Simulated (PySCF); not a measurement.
## Ionising KP

UHF-SCS-MP2; basis K aug-pcseg-1, P aug-pcseg-1; no relativity; PySCF 2.14. Neutral (UHF): triplet (π ↑↑), Re = 3.124 Å, ωe = 194 cm⁻¹, De = 0.91 eV.

KP⁺ (UHF): quartet (σ ↑, π ↑↑), Re = 3.682 Å, ωe = 73.5 cm⁻¹, De = 0.15 eV to K⁺ + P. The energies at the minima are -939.95123 hartree for KP and -939.77321 for KP⁺.

Question: Work out the adiabatic ionisation energy, without and with harmonic zero-point energies (1 hartree = 27.2114 eV, 1 eV = 8065.5 cm⁻¹), and the change of the bond length.

Answer: At UHF-SCS-MP2: 0.17802 hartree = 4.844 eV between the minima; the zero-point term (73.5 − 194.0)/2 cm⁻¹ = -0.007 eV makes it 4.837 eV. Re changes by +55.8 pm against the neutral. The electron leaves a σ orbital, and the ion is left as a loose complex of an ion and an atom.

Correlated steps freeze 10 core orbitals. Weak bonds: KP⁺. Basis-set superposition, not corrected here, can be much of De in a small basis, most of all at correlated wavefunction levels. For an ion De counts to the pair picked by the measured ionisation energies or electron affinities, which need not be the lowest pair at this level. States were picked by a PBE0 search and need not be the measured ground states.
